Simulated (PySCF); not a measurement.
An unknown shows these calculated signals:

1H NMR (400 MHz, computed): δ 6.61 (m, 1H), 4.65 (m, 1H), 4.58 (m, 1H), 3.18 (t, 2H), 2.27 (t, 2H), 0.50 (br s, 2H).

13C{1H} NMR (computed): δ 169.9 (C), 123.0 (CH), 93.7 (CH2), 50.3 (CH2), 39.8 (CH2).

PySCF calculation with shieldings: GIAO PBE0/pcSseg-1 and GFN2-xTB structure; fast rotation and ring inversion assumed for equivalent nuclei, isolated molecule, one computed conformer, non-relativistic Hamiltonian.

Chemical shifts δ = σref − σ; 1H (σref 31.72) and 13C (σref 186.93) vs TMS, all at this level.

Which of these does the molecule contain: an NH or NH2 group, a methoxy group, a Si–CH3 group, a ketone, a non-aromatic C=C double bond?

## Answers


- An NH or NH2 group: yes (δH 0.50 (br s)).
- A methoxy group: no.
- A Si–CH3 group: no.
- A ketone: no.
- A non-aromatic C=C double bond: yes.

The data belong to SMILES C=C(CCN)OC(F)F, C$_{5}$H$_{9}$F$_{2}$NO; they needn't prove each group on their own.

Carbon signals by region: 1 in the far downfield region (above 160 ppm), 1 in the sp2 and nitrile region (100–160 ppm), 2 at 50–100 ppm, 1 below 50 ppm. Above 160 ppm: 169.9, alkene carbon bearing oxygen.

Exchangeable OH/NH protons stand at their gas-phase positions; hydrogen bonding in a real sample shifts them, mostly to higher δ. Splittings by 19F in the carbon and heteronuclear signals aren't shown, as no couplings were computed. Shifts are as computed. Against solution values, carbons near 30 ppm lie about +3 ppm off and those near 130 ppm about +5 ppm. Of 1211 compounds with measured shifts, 218 miss one by over three times the rms of a fit or turn the order of signals round; such compounds aren't used in these exercises. No couplings were computed; multiplicities are counted from neighbouring protons, with m where these are inequivalent, close in shift, in a saturated or five-membered ring or joined by F or P, and br s for small geminal =CH2 splittings.
